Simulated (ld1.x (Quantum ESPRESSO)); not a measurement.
# Nb, TM: configuration errors across variants

| Property | Result |
| --- | --- |
| Element | Nb (Z = 41) |
| Generator | ld1.x (Quantum ESPRESSO) 7.5 |
| Type | norm-conserving Troullier–Martins (Kleinman–Bylander form) |
| Functional | PBEsol |
| Relativity | scalar-relativistic |
| Frozen core | [Ar] 3d10 4s2 |
| Valence charge | 11 |
| Reference configuration | 4p6 4d4 5s1 5p0 |
| Partial waves | 5s (bound): rc 3.40 bohr; 4d (bound): rc 2.70 bohr; 4p (bound): rc 1.70 bohr |
| Local potential | the p channel |
| Core correction | none |

All-electron excitation energies from the reference (eV): (1) 4p6 4d4 5s0 5p0 6.652; (2) 4p6 4d3 5s0 5p0 20.680; (3) 4p6 4d2 5s0 5p0 45.377; (4) 4p6 4d3 5s1 5p1 2.811; (5) 4p6 4d4.5 5s0.5 5p0 0.566; (6) 4p6 4d3 5s2 5p0 -0.534.

A true bound ghost makes a file unfit for plane-wave use even where its test errors are small: the radial tests pick states by their node count and pass the ghost by.

Errors AE − PS in meV (a dash: test not solved or not reliable):

```tsv
change	(1)	(2)	(3)	(4)	(5)	(6)	bound ghosts
base	-7.7	+5.5	+67	+53	-3.0	-12	s
wave 4p (bound): rc 1.70 bohr becomes 4p (bound): rc 1.08 bohr	-7.9	+4.2	+61	+13	-3.4	-18	s
wave 4p (bound): rc 1.70 bohr becomes 4p (bound): rc 1.32 bohr	-7.9	+4.3	+61	+12	-3.5	-20	s
wave 4p (bound): rc 1.70 bohr becomes 4p (bound): rc 1.52 bohr	-7.8	+4.6	+63	+26	-3.3	-15	s
wave 4p (bound): rc 1.70 bohr becomes 4p (bound): rc 1.88 bohr	-7.6	+6.9	+74	+82	-2.8	-9.4	s
wave 4p (bound): rc 1.70 bohr becomes 4p (bound): rc 2.04 bohr	-7.5	+8.2	+80	+104	-2.7	-8.2	s
wave 4p (bound): rc 1.70 bohr becomes 4p (bound): rc 2.22 bohr	-7.5	+9.3	+84	+118	-2.5	-7.5	s
wave 4p (bound): rc 1.70 bohr becomes 4p (bound): rc 2.42 bohr	-7.5	+8.3	+80	+107	-2.6	-8.0	s
wave 4p (bound): rc 1.70 bohr becomes 4p (bound): rc 2.58 bohr	-7.6	+5.6	+71	+81	-2.8	-9.0	s
```

Problem. Give the same row for: wave 4p (bound): rc 1.70 bohr becomes 4p (bound): rc 1.66 bohr.

Solution. -7.8, +5.2, +66, +47, -3.1, -12; bound ghosts: s.
